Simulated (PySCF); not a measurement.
Al(H)(OH)(nPr) (C3H9AlO), SMILES CC[CH2][AlH][OH].

Geometry optimised at B3LYP-D3(BJ)/def2-SVP. One conformer was computed; it need not be the lowest.

Calculation: TDA-PBE/def2-SVPD (PySCF 2.14.0).

Vertical excitations. Isolated molecule, no solvent.

Computed lowest excited states:
```csv
state,energy (eV),λ (nm),f,main pairs
S1,5.10,243,0.000,HOMO→LUMO 100 %
S2,5.80,214,0.033,HOMO→LUMO+1 94 %
S3,6.20,200,0.010,HOMO−1→LUMO 98 %
S4,6.36,195,0.057,HOMO→LUMO+2 87 %
S5,6.45,192,0.009,"HOMO−3→LUMO 64 %, HOMO−2→LUMO 27 %"
S6,6.65,186,0.010,"HOMO−2→LUMO 43 %, HOMO−3→LUMO 28 %, HOMO−1→LUMO+1 25 %"
S7,6.75,184,0.000,HOMO−4→LUMO 99 %
S8,6.85,181,0.035,HOMO−2→LUMO+1 94 %
S9,6.94,179,0.076,"HOMO−1→LUMO+1 67 %, HOMO−2→LUMO 18 %"
S10,7.08,175,0.018,HOMO−3→LUMO+1 96 %
T1,4.77,260,0,HOMO→LUMO 99 %
T2,5.44,228,0,HOMO→LUMO+1 98 %
T3,5.80,214,0,HOMO−1→LUMO 97 %
T4,5.83,213,0,HOMO−2→LUMO 96 %
```
Triplets are in the Tamm–Dancoff approximation.
